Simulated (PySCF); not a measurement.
Electronic structure of Ge⁺ (germanium, charge +1) at the UHF level

Configuration: [Ar] 3d10 4s1 4p1 4d1, one real determinant (an excited configuration). Calculation: PySCF 2.14, in aug-cc-pVQZ-PP with one added diffuse shell each of s, p, d, f, g type with ECP10MDF (8s7p6d4f3g, 114 functions); scalar relativity through the core potential.

```
Total energy                                                  : -292.532532 hartree
One-electron energy                                           : -510.8791 hartree
Hartree (Coulomb) energy                                      : 241.7574 hartree
Exchange energy                                               : -23.4108 hartree
⟨S²⟩                                                          : 3.7509
⟨L²⟩                                                          : 8.022
Sum of ⟨r⟩                                                    : 21.33 bohr
Sum of ⟨r²⟩                                                   : 45.90 bohr²
Traceless quadrupole moment −½Σ⟨3z² − r²⟩ along its main axis : 4.34 e·bohr²
```

| shell | electrons | mean orbital energy (hartree) | spread (hartree) | rms radius, mean of both spins (bohr) |
| --- | --- | --- | --- | --- |
| 3s α | 1 | -7.90368 | 0 | 0.670 |
| 3s β | 1 | -7.87652 | 0 | 0.670 |
| 3p α | 3 | -5.81659 | 0.00114 | 0.701 |
| 3p β | 3 | -5.80074 | 0.01881 | 0.701 |
| 3d α | 5 | -2.15495 | 0.01781 | 0.802 |
| 3d β | 5 | -2.14245 | 0.02028 | 0.802 |
| 4s α | 1 | -1.08895 | 0 | 2.13 |
| 4p α | 1 | -0.72983 | 0 | 2.52 |
| 4d α | 1 | -0.24789 | 0 | 4.97 |

⟨L²⟩ = 8.02 against 12 for a pure F term, so this real determinant mixes terms. Energies and moments cover only the electrons outside the core potential. The outer electron is Rydberg-like, and this basis confines it to a smaller radius and binds it less than a complete one would.
